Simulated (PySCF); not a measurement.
Molecule: C6H7NOSi, SMILES N#CC[SiH2]c1ccco1. Atoms near the plane z = 0.0 Å, at the GFN2-xTB optimised geometry (x, y, z in Å): N1 (1.4, -2.7, 1.1), C2 (1.8, -1.9, 0.3), C3 (2.3, -0.9, -0.6), Si4 (1.7, 0.9, 0.0), C5 (-0.2, 0.9, 0.0), C6 (-1.1, -0.1, 0.0), C7 (-2.4, 0.5, 0.1), C8 (-2.1, 1.8, 0.0), O9 (-0.8, 2.1, 0.0), H10 (3.4, -0.9, -0.6), H13 (2.2, 1.8, -1.0), H14 (-0.9, -1.2, 0.1), H15 (-3.4, 0.0, 0.1), H16 (-2.8, 2.7, 0.0).

Level of theory: PySCF 2.14.0 with CAM-B3LYP/def2-TZVP. Cells within 0.4 Å of a nucleus heavier than hydrogen are left out (blank, or x). The values are rescaled to run from 0 to 1.

```
|2222222222222222222222222222222|
|2222222222222222222222222222222|
|2222222222222222222222222222222|
|2222222222222222222222222222222|
|2222222222222222222222222222222|
|2222222111222222222222222222222|
|2222211111112222222222222222222|
|2222211232111222222222222222222|
|2222211594111632111122222222222|
|222221148x24xx31111112222222222|
|222221112xx6xx21111112222222222|
|222221114x311551221112111222222|
|22221111693001xx653xx1111222222|
|22221122xx2115xx753xx1011222222|
|22221268xx744971232122111122222|
|22211187347xx731111234221122222|
|222211221224x311111244221112222|
|2222111111139621111232122112222|
|2222222111138621111244222112222|
|2222222221112111111287211112222|
|22222222221111111111x4111122222|
|2222222222221122222211111222222|
|2222222222222222222221112222222|
|2222222222222222222222122222222|
|2222222222222222222222222222222|
|2222222222222222222222222222222|
|2222222222222222222222222222222|
|2222222222222222222222222222222|
|2222222222222222222222222222222|
|2222222222222222222222222222222|
|2222222222222222222222222222222|
```
Scale: ten equal steps from 0.000 (start of '0') to 1.00 (end of '9'), in the order '0123456789'; x runs from -5.50 to 5.50, y from -5.50 (bottom) to 5.50 (top).

### Question
Which quantity is mapped?
A) electron localisation function
B) log10 of the electron density
C) an orbital amplitude
D) deformation density (molecule minus spherical neutral atoms)

### Answer
D, deformation density (molecule minus spherical neutral atoms). In full: deformation density (molecule minus spherical neutral atoms) (e/bohr³).
